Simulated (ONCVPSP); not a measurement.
## molybdenum (Mo): ONCV pseudisation with PBEsol, scalar-relativistic reference atom.

* Element: Mo (Z = 42)
* Generator: ONCVPSP 4.0.1
* Type: optimised norm-conserving Vanderbilt (ONCV)
* Functional: PBEsol
* Relativity: scalar-relativistic
* Frozen core: [Ar] 3d10
* Valence charge: 14
* Reference configuration: 4s2 4p6 4d5 5s1
* Partial waves: 4s+5s: rc 1.45 bohr, ncon 4, nbas 7, qcut 8.1 1/bohr, 2 projectors; 4p: rc 2.00 bohr, ncon 4, nbas 7, qcut 6 1/bohr, 2 projectors, debl 0.6 Ha; 4d: rc 2.50 bohr, ncon 3, nbas 8, qcut 7.1 1/bohr, 2 projectors, debl 3.1 Ha
* Local potential: polynomial inside 1.25 bohr (lpopt 5, dvloc0 0 Ha)
* Core correction: none

In the p channel the program set the typed energies aside and used -1.413, 0.250 Ha.

All-electron outer shells of the reference configuration (PBEsol, scalar-relativistic, ld1.x):

```tsv
shell	level (eV)	outermost node (bohr)	outermost maximum (bohr)
3d	-220.99	–	0.32
4s	-64.30	0.51	0.99
4p	-38.46	0.52	1.06
5s	-4.12	1.34	2.93
4d	-3.77	0.53	1.38
```

Estimate the cutoffs (Ha) at which the residual kinetic energy of the hardest occupied pseudo-wave falls to 1 and 0.1 mHa per electron.

25 Ha and 29 Ha.

What does a ghost test show?

No bound ghost flagged; GHOST(+) flagged for s at 283.1 eV.

Which valence shell sets the plane-wave cutoff?

4s: 25 Ha for 1 mHa per electron, against 22 Ha for 5s.

Tests: 4s2 4p6 4d5 5s0; 4s2 4p6 4d4 5s0; 4s2 4p6 4d3 5s0; 4s2 4p6 4d5 5s0.5. Which has the largest error in its energy relative to the reference configuration, and how large is it?

4s2 4p6 4d3 5s0, with +30 meV (all-electron minus pseudo) on +49.09 eV.
